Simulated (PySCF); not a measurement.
Al(H)2(SeH) (AlH3Se), SMILES [AlH2][SeH].

Geometry optimised at r2SCAN-D4/def2-TZVP.

These are M06-2X/def2-TZVPD (PySCF) values and carry that method's errors.

Symmetry labels are those of the subgroup Cs that the program uses (full group Cs).

Computed valence orbital energies around the gap with their symmetry:
```tsv
orbital	symmetry	energy (eV)
HOMO−7	A'	-63.26
HOMO−6	A"	-63.26
HOMO−5	A'	-21.04
HOMO−4	A'	-13.19
HOMO−3	A'	-12.00
HOMO−2	A'	-9.98
HOMO−1	A'	-9.46
HOMO	A"	-8.49
LUMO	A"	-0.93
LUMO+1	A'	0.03
LUMO+2	A'	0.42
LUMO+3	A'	0.56
```
